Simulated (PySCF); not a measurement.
Start geometry of 3-tert-butylthiophene (`s1ccc(c1)C(C)(C)C`) from GFN2-xTB (Å):
```
atom  x, y, z in Å
C1    -1.4550   -0.7604   -0.8296
C2    -0.6769    0.1483    0.1306
C3    -0.8348    1.6124   -0.2992
C4    -1.2433   -0.0192    1.5420
C5     0.7862   -0.2219    0.0751
C6     1.5555   -0.1555   -1.1211
C7     2.8449   -0.5304   -0.9500
S8     3.1737   -0.9793    0.6764
C9     1.5426   -0.6523    1.1193
H10   -2.5162   -0.5240   -0.7920
H11   -1.3233   -1.8042   -0.5523
H12   -1.1118   -0.6323   -1.8527
H13   -0.4844    1.7604   -1.3172
H14   -1.8808    1.9071   -0.2495
H15   -0.2614    2.2626    0.3580
H16   -2.2961    0.2544    1.5512
H17   -1.1578   -1.0516    1.8727
H18   -0.7195    0.6217    2.2473
H19    1.1619    0.1593   -2.0711
H20    3.6305   -0.5728   -1.6783
H21    1.2568   -0.8054    2.1398
```

Task: What comes out of this run: PySCF 2.14.0, PBE0-D3(BJ)/def2-SVP geometry optimisation, gas phase?

Result: 
```
atom  x, y, z in Å
C1    -1.6957   -0.9417   -0.8543
C2    -0.9001   -0.0359    0.0960
C3    -1.0763    1.4299   -0.3244
C4    -1.4375   -0.2130    1.5158
C5     0.5719   -0.4022    0.0171
C6     1.3382   -0.3383   -1.1924
C7     2.6429   -0.7141   -1.0276
S8     2.9698   -1.1530    0.5990
C9     1.3478   -0.8320    1.0666
H10   -2.7679   -0.6907   -0.8187
H11   -1.5804   -2.0003   -0.5761
H12   -1.3596   -0.8296   -1.8961
H13   -0.7221    1.6012   -1.3521
H14   -2.1391    1.7176   -0.2827
H15   -0.5117    2.0999    0.3415
H16   -2.5040    0.0566    1.5539
H17   -1.3439   -1.2564    1.8541
H18   -0.9041    0.4314    2.2315
H19    0.9333   -0.0234   -2.1554
H20    3.4302   -0.7556   -1.7790
H21    1.0513   -0.9803    2.1027
```

The energy falls by 0.064 eV over 5 energy and gradient evaluations, the largest force component goes from 0.0121 to 1.9e-04 Eh/bohr, and the atoms move by 0.025 Å rms after alignment. Among the bonds, C6–H19, C7–H20 and C9–H21 change most and about equally (+0.016 to +0.017 Å). Bonds longer at the end by more than 0.005 Å: 16 of 21; shorter: 0. Rotational constants go from 2828, 918.8, 817.5 to 2808, 911.1, 810.0 MHz. The orientation of the end geometry is arbitrary; only internal coordinates are fixed.

The run used 190 basis functions and 33 SCF cycles in all. The run took about 2.3 min of CPU time (one thread, shared machine).

No frequency check.
